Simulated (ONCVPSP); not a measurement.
## Which change was made? (Te, ONCV)

```
Element                 : tellurium (Te)
Generator               : ONCVPSP 4.0.1
Type                    : optimised norm-conserving Vanderbilt (ONCV)
Functional              : revPBE
Relativity              : scalar-relativistic
Frozen core             : [Kr] 4d10
Valence charge          : 6
Reference configuration : 5s2 5p4
Partial waves           : 5s: rc 1.95 bohr, ncon 4, nbas 8, qcut 3.5 1/bohr, 2 projectors, debl 0.3 Ha; 5p: rc 1.80 bohr, ncon 3, nbas 6, qcut 5.3 1/bohr, 2 projectors, debl 2.6 Ha; d scattering state at 0.26 Ha: rc 1.80 bohr, ncon 4, nbas 7, qcut 5.3 1/bohr, 2 projectors, debl 2 Ha
Local potential         : polynomial inside 1.30 bohr (lpopt 5, dvloc0 -1 Ha)
Core correction         : none
```

In the s channel the program set the typed energies aside and used -0.553, 0.250 Ha.

Cutoffs, loose and tight: the cutoffs (Ha) at which the residual kinetic energy of the hardest occupied pseudo-wave falls to 1 and 0.1 mHa per electron. They do not see the model core or the augmentation charge, which bear on the density cutoff. Test errors are all-electron minus pseudo excitation energies from the reference, over the configurations 5s2 5p3; 5s2 5p2; 5s2 5p1; 5s2 5p0; variants that change the core or the reference have their own tests.

The base gives: outcome: generated, projector energies reset by the program; cutoff, loose: 12 Ha; cutoff, tight: 41 Ha; bound ghosts: s, d; GHOST(+) flags above zero: p; largest test error (meV): -237.

Problem. After one change the result is: outcome: generated, projector energies reset by the program; cutoff, loose: 7.3 Ha; cutoff, tight: 9.6 Ha; bound ghosts: s, d; GHOST(+) flags above zero: p; largest test error (meV): -154. Which change was it?
A. s: rc 2.78
B. p: debl 0.25
C. s: qcut 4.2; p: qcut 6.4; d: qcut 6.4
D. s: qcut 2.7
E. local potential polynomial inside 1.80 bohr (lpopt 5, dvloc0 0 Ha)

Solution. A. The others give: p: debl 0.25 → outcome: generated, projector energies reset by the program; cutoff, loose: 12 Ha; cutoff, tight: 41 Ha; bound ghosts: s, p, d; GHOST(+) flags above zero: p; largest test error (meV): -241 | s: qcut 2.7 → outcome: generated, projector energies reset by the program; cutoff, loose: 38 Ha; cutoff, tight: 47 Ha; bound ghosts: s, d; GHOST(+) flags above zero: p; largest test error (meV): -200 | local potential polynomial inside 1.80 bohr (lpopt 5, dvloc0 0 Ha) → outcome: generated, projector energies reset by the program; cutoff, loose: 12 Ha; cutoff, tight: 41 Ha; bound ghosts: d; GHOST(+) flags above zero: s, p; largest test error (meV): -237 | s: qcut 4.2; p: qcut 6.4; d: qcut 6.4 → outcome: failed: ERROR pspot: first pseudo wave function has node, program will stop.
